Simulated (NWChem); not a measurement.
Everything below was run with NWChem. System: FIn, charge 0, spin multiplicity 1, at a geometry optimised with B3LYP/def2-SVP with def2 effective core potentials on In. The structure started from a generated list of species. Level: MP2/def2-QZVP with def2 effective core potentials on In, 5 core orbitals frozen.

Job file:

```
start mol
memory heap 200 mb stack 900 mb global 1100 mb
geometry units angstroms nocenter noautoz
  In     0.000000     0.000000    -0.311099
  F      0.000000     0.000000     1.693760
  symmetry group C2v
end
basis spherical
  * library def2-qzvp
end
ecp
  In library def2-ecp
end
scf
  rhf
  nopen 0
  maxiter 100
  thresh 1e-7
  semidirect memsize 60000000 filesize 0
end
mp2
  freeze core 5
end
task mp2 energy
```

NWChem printed:

```
             Northwest Computational Chemistry Package (NWChem) 7.3.0
             --------------------------------------------------------

                                NWChem Input Module
                                -------------------

 Scaling coordinates for geometry "geometry" by  1.889725989
 (inverse scale =  0.529177249)

 Turning off AUTOSYM since
 SYMMETRY directive was detected!

                             Geometry "geometry" -> ""
                             -------------------------

 Output coordinates in angstroms (scale by  1.889725989 to convert to a.u.)

  No.       Tag          Charge          X              Y              Z
 ---- ---------------- ---------- -------------- -------------- --------------
    1 In                  49.0000     0.00000000     0.00000000    -0.31109900
    2 F                    9.0000     0.00000000     0.00000000     1.69376000

 Effective nuclear repulsion energy (a.u.)     116.4007876907

            Nuclear Dipole moment (a.u.)
            ----------------------------
        X                 Y               Z
 ---------------- ---------------- ----------------
     0.0000000000     0.0000000000    -0.0000207870

      Symmetry information
      --------------------

 Group name             C2v
 Group number             16
 Group order               4
 No. of unique centers     2

      Symmetry unique atoms

     1    2


 Summary of "ao basis" -> "" (spherical)
 ------------------------------------------------------------------------------
       Tag                 Description            Shells   Functions and Types
 ---------------- ------------------------------  ------  ---------------------
 *                         def2-qzvp                  on all atoms

 Summary of "ao basis" -> "ao basis" (spherical)
 ------------------------------------------------------------------------------
       Tag                 Description            Shells   Functions and Types
 ---------------- ------------------------------  ------  ---------------------
 In                        def2-qzvp                22       82   7s6p4d4f1g
[...]
     1   1 0 0      0.000000      0.000000      0.000000
     1   0 1 0      0.000000      0.000000      0.000000
     1   0 0 1     -1.314109      0.000000     16.460951

     2   2 0 0    -18.770769      0.000000      0.000000
     2   1 1 0      0.000000      0.000000      0.000000
     2   1 0 1      0.000000      0.000000      0.000000
     2   0 2 0    -18.770769      0.000000      0.000000
     2   0 1 1     -0.000000      0.000000      0.000000
     2   0 0 2    -27.474276      0.000000     99.460715

                   NWChem MP2 Semi-direct Energy/Gradient Module
                   ---------------------------------------------

  Basis functions       =    139
  Molecular orbitals    =    139
  Frozen core           =      5
  Frozen virtuals       =      0
  Active alpha occupied =     10
  Active beta occupied  =     10
  Active alpha virtual  =    124
  Active beta virtual   =    124
  Use MO symmetry       = T
  Use skeleton AO sym   = T

  AO/Fock/Back tols     =   1.0D-09  1.0D-09  1.0D-09

 GA uses MA = F    GA memory limited = T

 Available:
  local mem=  1.26D+08
 global mem=  1.44D+08
 local disk=  0.00D+00
  mp2_memr nvloc                   124
  nvloc new                   124
   1 passes of  10:        7340032                     141863                  40759649.
   1 passes of  10: M    126120081           G      144140558           F     118780049.

 Semi-direct pass number   1 of   1  for RHF alpha+beta  at        5.7s
  vrange nnbf                  9660
  mp2_eaftype                   155  avail_ma_in_mb                  1099
 EAF : mp2_eaftype filesize         155   20379824.
  mp2_eaf for mointskh                    155
Node 0 wrote     95.8 Mb in      0.0 s     Agg I/O rate:  3870.0 Mb/s
 Done moints_semi at       16.9s
  mp2_eaftype                   155  avail_ma_in_mb                   944
 EAF : mp2_eaftype filesize         155   20379824.
  mp2_eaf for kh                   155
 Done maket at       17.1s
 Done multipass loop at       17.1s

          -------------------------------------------
          SCF energy                -288.762051231639
          Correlation energy          -0.737170130406
          Singlet pairs               -0.379771479575
          Triplet pairs               -0.357398650831
          Total MP2 energy          -289.499221362045
          -------------------------------------------

          ---------------------------------------------------
                    Spin Component Scaled (SCS) MP2
          Same spin pairs                     -0.238265767220
          Same spin scaling factor             0.333333333333
          Opposite spin pairs                 -0.498904363186
          Opposite spin scaling fact.          1.200000000000
          SCS-MP2 correlation energy          -0.678107158230
          Total SCS-MP2 energy              -289.440158389868
          ---------------------------------------------------

 -----------------------
 Performance information
 -----------------------

 Timer overhead =  1.43D-07 seconds/call

               Nr. of calls         CPU time (s)                 Wall time (s)                GFlops
             ---------------    -------------------     ------------------------------   -------------------
Name         Min   Avg   Max    Min     Avg     Max     Min     Avg     Max   Mx/calls   Min     Max     Sum
mp2: moin     1     1     1    11.     11.     11.      11.     11.     11.     11.      0.0     0.0     0.0
mp2: make     1     1     1   0.25    0.25    0.25     0.25    0.25    0.25    0.25      0.0     0.0     0.0
mp2: tota     1     1     1    12.     12.     12.      12.     12.     12.     12.      0.0     0.0     0.0

 The average no. of pstat calls per process was 3.00D+00
 with a timing overhead of 4.30D-07s

 Task  times  cpu:       17.1s     wall:       17.1s

 Total times  cpu:       17.1s     wall:       17.1s
```
